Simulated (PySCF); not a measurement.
## Static response to an electric field

C8H9F3.
Atom-mapped SMILES: `[CH2:1]=[C:2](/[CH:3]=[CH:4]\[CH3:5])[C:6](=[CH2:7])[C:8]([F:9])([F:10])[F:11]` (hydrogens: H12, H13 on C1; H14 on C3; H15 on C4; H16, H17, H18 on C5; H19, H20 on C7)

Cartesian coordinates in Å at the PBE0-D3(BJ)/def2-SVP level; atoms count from 1:
```
atom  x, y, z in Å
C1    -0.780   -1.760    1.328
C2    -0.449   -0.927    0.324
C3     0.359   -1.434   -0.806
C4     1.395   -0.822   -1.402
C5     1.997    0.497   -1.050
C6    -0.924    0.479    0.282
C7    -1.221    1.118   -0.856
C8    -1.067    1.219    1.590
F9    -1.320    2.517    1.413
F10    0.053    1.129    2.316
F11   -2.065    0.730    2.344
H12   -1.387   -1.442    2.176
H13   -0.439   -2.798    1.314
H14    0.100   -2.442   -1.149
H15    1.879   -1.365   -2.222
H16    1.722    1.274   -1.786
H17    3.096    0.427   -1.062
H18    1.685    0.852   -0.059
H19   -1.576    2.149   -0.852
H20   -1.107    0.611   -1.816
```

Level: CAM-B3LYP/def2-SVPD (PySCF), static field, nuclei fixed, core orbitals frozen in the response. The polarisability tensor in these axes (au):

```
x    93.01   2.38 -15.62
y     2.38 103.47 -14.15
z   -15.62 -14.15 104.89
```

Q: Give the principal values, the mean and the anisotropy Δα = √{½[(α1 − α2)² + (α2 − α3)² + (α1 − α3)²]}.

A: Principal values 80.24, 96.94 and 124.19 au; mean 100.46 au = 14.89 Å³ = 16.56 × 10⁻⁴⁰ C²·m²/J; Δα = 38.42 au (38 % of the mean).

Q: What is the dipole moment, and where does it point?

A: (0.66, -0.85, -2.27) D, 2.51 D in size, pointing from the negative to the positive side. Measured along this direction, the outermost atoms are F11 at the negative end and H15 at the positive end.

Q: In a dilute gas of rigid molecules at 400 K, how does the orientational term μ²/3kT compare with the electronic polarisability?

A: In Gaussian units μ²/3kT = 38.10 Å³ against 14.89 Å³, a ratio of 2.56; the Debye molar polarisation (4π/3)N_A(α + μ²/3kT) is 133.7 cm³/mol, leaving out the vibrational part.

Q: What depolarisation ratio follows for Rayleigh scattering of linearly polarised light, taking the static tensor?

A: ρ = 3Δα²/(45ᾱ² + 4Δα²) = 4429.1/(454112 + 5905.4) = 0.00963.

Q: In TDDFT the mean static polarisability is Σ f/ω² over all singlet excitations (ω in hartree). How much of it do the 10 lowest give? Their energies (eV) and oscillator strengths: 5.06, 0.2081; 5.79, 0.1804; 6.09, 0.1550; 6.58, 0.0136; 6.94, 0.0300; 7.18, 0.1034; 7.30, 0.0661; 7.39, 0.0341; 7.46, 0.0056; 7.68, 0.0147.

A: They add up to 16.92 au, 16.8 % of the 100.46 au; the largest single term is 6.02 au, from the state at 5.06 eV. Terms in order: 6.02, 3.99, 3.09, 0.23, 0.46, 1.49, 0.92, 0.46, 0.07, 0.18 au. Higher excitations give the rest. The strengths listed sum to 0.811.

Q: Find the Langevin capture rate constant for H3+ (3.023 u) meeting this molecule (162.066 u), k = 2.342 × 10⁻⁹ cm³/s × √(α in Å³ / reduced mass in u).

A: The reduced mass is 2.97 u, so k = 5.24 × 10⁻⁹ cm³/s. The formula leaves out the permanent dipole, which adds to the capture rate.

One conformer (not necessarily the lowest) at the PBE0-D3(BJ)/def2-SVP geometry, without solvent, vibrations or thermal averaging.
